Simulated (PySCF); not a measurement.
H₂Zn, singlet, geometry from GFN2-xTB (such geometries of metal compounds can be far from the true shape). Base run: PySCF with HF/3-21G.

Geometry (Å):
```xyz
3

Zn     0.0000     0.0000     0.0000
H      0.0000     0.0000    -1.4993
H      0.0000     0.0000     1.4993
```
Charge 0, spin multiplicity 1.
All else is at PySCF's defaults.

Variants of this job, named by their change:

```csv
change,E (Eh),HOMO (eV),HOMO-LUMO gap (eV),core-seconds (rough)
base,-1770.07591,-10.73,12.14,0.5
"functional = pw91,pw91",-1771.78928,-6.86,5.42,2
functional = wb97x_v,-1771.48406,-10.32,11.30,50
functional = pbe,-1771.36390,-6.80,5.44,2
functional = blyp,-1771.71481,-6.72,5.39,2
functional = pbe; dispersion = d3zero,-1771.36398,-6.80,5.44,2
functional = b3lyp5,-1771.58198,-7.69,6.84,2
functional = m06,-1771.60731,-7.91,6.93,2
functional = wb97m_v,-1771.54854,-10.10,10.72,50
functional = b3lyp; dispersion = d3zero,-1771.70832,-7.78,6.86,2
functional = tpss,-1771.63618,-7.03,5.84,3
functional = hse06,-1771.40759,-7.54,6.51,3
functional = b3lyp,-1771.70819,-7.78,6.86,2
```

Totals shift with the method and basis; they matter in differences.
